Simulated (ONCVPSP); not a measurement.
# selenium (Se), ONCV: configuration errors across variants

selenium, optimised norm-conserving Vanderbilt (ONCV), made with ONCVPSP 4.0.1 (LDA (Perdew-Wang 92), scalar-relativistic). Core [Ar], reference 3d10 4s2 4p4. Waves: 4s: rc 1.25 bohr, ncon 5, nbas 9, qcut 5.3 1/bohr, 2 projectors, debl 2.8 Ha; 4p: rc 1.75 bohr, ncon 3, nbas 8, qcut 5.1 1/bohr, 1 projector; 3d: rc 1.20 bohr, ncon 3, nbas 8, qcut 15.9 1/bohr, 2 projectors, debl 1.4 Ha. Local part: polynomial inside 0.80 bohr (lpopt 5, dvloc0 0 Ha). Core correction: Teter function, fcfact 4, rcfact 1.55.

In the d channel the program set the typed energies aside and used -1.962, 0.250 Ha.

All-electron excitation energies from the reference (eV): (1) 3d10 4s2 4p3 11.004; (2) 3d10 4s2 4p2 31.558; (3) 3d10 4s2 4p1 62.711.

2 further variants failed, have other tests or another functional or relativity, and are left out.

A true bound ghost makes a file unfit for plane-wave use even where its test errors are small: the radial tests pick states by their node count and pass the ghost by.

Errors AE − PS in meV (a dash: test not solved or not reliable):

| change | (1) | (2) | (3) | bound ghosts | GHOST(+) flags above zero |
| --- | --- | --- | --- | --- | --- |
| base | +11 | +57 | +127 | s | s, p |
| local potential polynomial inside 1.05 bohr (lpopt 5, dvloc0 0 Ha) | +2.8 | +15 | +31 | s | s |
| core correction Teter function, fcfact 4, rcfact 1.78 | +11 | +57 | +126 | s | s, p |
| core correction polynomial model core, fcfact 0.2 | +11 | +54 | +114 | s | s, p |

(1) Give the same row for: s: qcut 4.5; p: qcut 4.4; d: qcut 13.6.

Results:

(1) +13, +64, +142; bound ghosts: s; GHOST(+) flags above zero: s, p.
